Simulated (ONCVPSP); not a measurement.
**Before and after: ONCV potential for rhenium (Re)**

* Element: rhenium
* Generator: ONCVPSP 4.0.1
* Type: optimised norm-conserving Vanderbilt (ONCV)
* Functional: PBE
* Relativity: scalar-relativistic
* Frozen core: [Kr] 4d10 4f14
* Valence charge: 15
* Reference configuration: 5s2 5p6 5d4 (charge +3)
* Partial waves: 5s: rc 1.20 bohr, ncon 4, nbas 8, qcut 6 1/bohr, 2 projectors, debl 2.5 Ha; 5p: rc 1.75 bohr, ncon 4, nbas 8, qcut 9.3 1/bohr, 2 projectors, debl 2.8 Ha; 5d: rc 2.60 bohr, ncon 5, nbas 9, qcut 6.7 1/bohr, 2 projectors, debl 2.5 Ha
* Local potential: polynomial inside 1.15 bohr (lpopt 5, dvloc0 3 Ha)
* Core correction: none

In the s channel the program set the typed energies aside and used -4.227, 0.250 Ha. In the p channel the program set the typed energies aside and used -2.813, 0.250 Ha.

All-electron outer shells of the reference configuration (PBE, scalar-relativistic, ld1.x):

```json
{"shell": "5p", "level (eV)": "-76.54", "outermost node (bohr)": "0.56", "outermost maximum (bohr)": "1.06"}
{"shell": "4f", "level (eV)": "-72.27", "outermost node (bohr)": "–", "outermost maximum (bohr)": "0.41"}
{"shell": "5d", "level (eV)": "-33.06", "outermost node (bohr)": "0.62", "outermost maximum (bohr)": "1.38"}
```

Change: s: nbas 7.

Cutoffs: the cutoffs (Ha) at which the residual kinetic energy of the hardest occupied pseudo-wave falls to 1 and 0.1 mHa per electron; they do not see the model core or the augmentation charge, which bear on the density cutoff. Errors are all-electron minus pseudo energies relative to the spin-unpolarised reference configuration.

Question: Predict the effect on cutoff, ghosts and configuration errors.

Answer: The potential gets softer (110 Ha and 130 Ha → 79 Ha and 93 Ha); the errors of the 4 common tests hardly move; neither file shows a bound ghost.

```csv
quantity,base,changed
"cutoff, loose",110 Ha,79 Ha
"cutoff, tight",130 Ha,93 Ha
loose cutoff by channel,"s 110 Ha, p 24 Ha, d 14 Ha","s 79 Ha, p 24 Ha, d 14 Ha"
bound ghosts,none,none
GHOST(+) flags under 300 eV,s at 214.4 eV,s at 224.7 eV
"error for 5s2 5p6 5d5 6s2, meV [ΔE -52.70 eV]",+33,+33
"error for 5s2 5p6 5d5 6s1, meV [ΔE -43.45 eV]",+22,+22
"error for 5s2 5p6 5d5, meV [ΔE -27.13 eV]",+10,+10
"error for 5s2 5p6 5d5 6p2, meV [ΔE -42.82 eV]",+21,+21
s: phases at 1.22 bohr within 0.05 rad from the reference energy up to (Ha; the scan ends near 5),to the end of the scan,to the end of the scan
p: phases at 1.77 bohr within 0.05 rad from the reference energy up to (Ha; the scan ends near 5),to the end of the scan,to the end of the scan
d: phases at 2.65 bohr within 0.05 rad from the reference energy up to (Ha; the scan ends near 5),3.5,3.5
```
